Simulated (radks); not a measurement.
Initial-state core-level shifts of the aluminium ion Al+ when its valence configuration changes from [Ne] 3s2. Calculated with a radial shooting solver on a logarithmic mesh with Libxc functionals: Dirac Kohn-Sham, PBEsol, spin-unpolarised, spherical densities, finite nucleus; open shells fill j = l - 1/2 first; Fermi nuclear charge, rms radius 3.061 fm. Shifts are changes of the shell-averaged eigenvalues in eV (positive: less bound); the change of the density at the nucleus, which sets a Mossbauer isomer shift, is in e/bohr^3, on a base of 1498.

valence,1s,2s,2p,density at nucleus
3s1 3p1,-1.760,-1.726,-1.710,-3.3887
3s0.5 3p1.5,-2.608,-2.559,-2.534,-5.1576
3s1.5 3p0.5,-0.891,-0.874,-0.866,-1.6686
3p2,-3.437,-3.374,-3.340,-6.9738
